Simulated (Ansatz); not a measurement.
Li₃Al. Charge 0, multiplicity 1. Geometry PBE0-D4/def2-TZVP; atoms count from 1.

```tsv
atom	x (Å)	y (Å)	z (Å)
Al1	-0.683	-0.787	-0.679
Li2	1.966	-0.974	-1.209
Li3	-2.180	0.709	1.011
Li4	0.897	1.052	0.878
```

The structure comes from a short search, and lower isomers may exist.

Estimate the Mulliken populations from the PBE0/def2-TZVP orbitals of Ansatz.


| atom | charge (e) |
| --- | --- |
| Al1 | -0.71 |
| Li2 | 0.29 |
| Li3 | 0.29 |
| Li4 | 0.14 |
Mulliken values and Mayer orders depend strongly on the basis.

And the Mayer bond orders between bonded heavy atoms (over 0.3)?

Al1–Li2 0.72 (2.71 Å); Al1–Li3 0.72 (2.71 Å); Al1–Li4 0.71 (2.88 Å).
